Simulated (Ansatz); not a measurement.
C3H7FSi, SMILES `C/C=C(\F)[SiH3]` at its PBE0-D4/def2-TZVP geometry, where that method's forces vanish. Charge 0, multiplicity 1.

```xyz
12

C    -0.9268    1.8852   -0.0713
C     0.0061    0.7387   -0.2429
C    -0.1617   -0.4832    0.2498
F    -1.2729   -0.7561    0.9843
Si    1.0012   -1.9325    0.0438
H    -1.7918    1.6112    0.5312
H    -1.2796    2.2439   -1.0428
H    -0.4192    2.7260    0.4107
H     0.9109    0.8984   -0.8211
H     2.1496   -1.4708   -0.7757
H     1.4765   -2.4039    1.3699
H     0.3079   -3.0569   -0.6359
```

Question: What forces (eV/Å) does ωB97M-V/def2-TZVPP give on these atoms in Ansatz? (Estimate.)

Answer: Ansatz gave: 
```
C1  -0.184  0.245  0.027
C2   0.185 -0.246 -0.030
C3   0.282  0.172 -0.218
F4  -0.256 -0.048  0.165
Si5  0.113 -0.168 -0.011
H6   0.065  0.022 -0.046
H7   0.026 -0.041  0.088
H8  -0.048 -0.081 -0.033
H9  -0.063 -0.019  0.043
H10 -0.138 -0.043  0.095
H11 -0.060  0.065 -0.159
H12  0.079  0.142  0.080
```
